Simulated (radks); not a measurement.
Values are calculated unless marked as measured or tabulated.
Task: The mean radii <r> (bohr) of the occupied orbitals of an atom or ion are listed with their occupations. Level of theory: scalar-relativistic Kohn-Sham, PBEsol, spin-polarised, spherical densities, finite nucleus; Fermi nuclear charge, rms radius of each element as measured or else 0.836 A^(1/3) + 0.57 fm (a radial shooting solver on a logarithmic mesh with Libxc functionals).

orbital  occ.     <r>
1s up       1  0.1766
1s down     1  0.1760
2s up       1  0.8713
2s down     1  0.8889
2p up       2  0.8189

Name the element and its charge. Open shells, if any, are filled with parallel spins first.

Result: Z = 9, fluorine, charge +3: F3+ in [He] 2s2 2p2. The 1s radius gives Z: for a bare nucleus <r> = (2 gamma + 1)/(2Z) with gamma = sqrt(1 - (Z/c)^2), 0.1664 bohr for Z = 9, and screening makes it slightly larger (0.1766 here). The occupations add up to 6, and the charge is Z minus that.
